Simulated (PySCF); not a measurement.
## Dipole response of Cr (chromium, neutral)

[Ar] 3d5 4s1, high-spin 7S determinant. All numbers are calculated (PySCF 2.14, the non-relativistic Hamiltonian (point nucleus), in aug-cc-pVTZ with one added diffuse shell each of s, p, d, f, g type (9s8p6d4f3g, 118 functions)). Coupled (time-dependent) response in atomic units; α is the mean over directions.

| method | mean α (bohr³) | C₆ (like pair) | S(−4) |
| --- | --- | --- | --- |
| wB97X | 91.51 | 811.8 | 6760 |

S(−4) is the Cauchy moment in α(ω) = α(0) + S(−4) ω² + …

Reference α: 83 ± 12 bohr³ (recommended; Schwerdtfeger and Nagle, table of static dipole polarizabilities (2023 update)). Published C₆: 602.0 (Chu and Dalgarno (2004); Tang, Norbeck and Certain (1976)).

α(iu) at wB97X:

| u (hartree) | α(iu) (bohr³) |
| --- | --- |
| 0 | 91.51 |
| 0.0500 | 77.53 |
| 0.100 | 54.39 |
| 0.200 | 27.30 |
| 0.300 | 16.61 |
| 0.500 | 8.791 |
| 0.750 | 5.360 |
| 1.00 | 3.775 |
| 1.50 | 2.275 |
| 2.00 | 1.559 |
| 3.00 | 0.8781 |
| 5.00 | 0.3954 |
